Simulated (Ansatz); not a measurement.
`C=C(N)[SiH2][SiH3]` + HBr → `C=C(N)Br` + `[SiH3][SiH3]`  (substitution at a C–Si bond)

Isolated molecules relaxed with PBE0-D4/def2-TZVP in Ansatz; ΔE leaves out vibrations. CBS: MP2 limit from def2 TZ/QZ plus the TZ coupled-cluster correction, frozen cores. Functionals use def2-TZVPP. For Br outer-core shells are correlated without core-valence functions, which leaves a few kJ/mol of doubt a bond. Scalar relativity is left out up to krypton. Each species was taken in one conformer, which may not be the lowest.

```
       level  ΔE (kJ/mol)
      B2PLYP         38.4
MP2/def2-SVP         45.4
```

(1) What does CCSD(T)/CBS give? (Best estimate.)

Largest T1 diagnostic among the species: 0.013.

## Answers

(1) Computed: +45.1 kJ/mol. The listed levels differ from it by -6.7, 0.3 kJ/mol.

From BLYP to BHLYP (50 % exact exchange), in def2-TZVPP and without D4, ΔE moves by +7.5 kJ/mol. The D4 term adds +7.0 kJ/mol with B3LYP and +4.4 kJ/mol with PBE0; it sums over pairs of atoms, weighted by their polarisabilities, and B3LYP, whose exchange is more repulsive, gets the larger term.

B3LYP here is the variant with VWN-RPA as its local correlation; programs differ in this.
